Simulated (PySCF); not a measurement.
**Basis-set dependence of ICl at PBE**

PySCF, UKS reference; singlet, unpaired electrons none; De to I + Cl without counterpoise correction.

| basis | relativity | functions | Re (Å) | ωe (cm⁻¹) | De (eV) | μ (D) |
| --- | --- | --- | --- | --- | --- | --- |
| def2-SVP | scalar-relativistic core potentials | 44 | 2.384 | 362 | 2.46 | -1.31 |
| cc-pVDZ-PP/cc-pV(D+d)Z | scalar-relativistic core potentials | 46 | 2.377 | 361 | 2.44 | -1.40 |
| x2c-SVPall | spin-free X2C | 54 | 2.388 | 360 | 2.48 | -1.28 |
| def2-TZVPP | scalar-relativistic core potentials | 92 | 2.340 | 376 | 2.63 | -1.11 |

Problem. How does each smaller set differ from the one with most functions, def2-TZVPP?

Solution. def2-SVP: +4.4 pm, -3.7 % in ωe, -0.17 eV in De; cc-pVDZ-PP/cc-pV(D+d)Z: +3.7 pm, -4.0 % in ωe, -0.19 eV in De; x2c-SVPall: +4.8 pm, -4.3 % in ωe, -0.15 eV in De. All at PBE; the set with most functions is neither the basis-set limit nor always the best. The rows treat relativity differently, so the differences are not basis effects alone.

A positive dipole means I(−)Cl(+). These are scalar-relativistic numbers at best; spin–orbit coupling would shift them, the dissociation energy most.
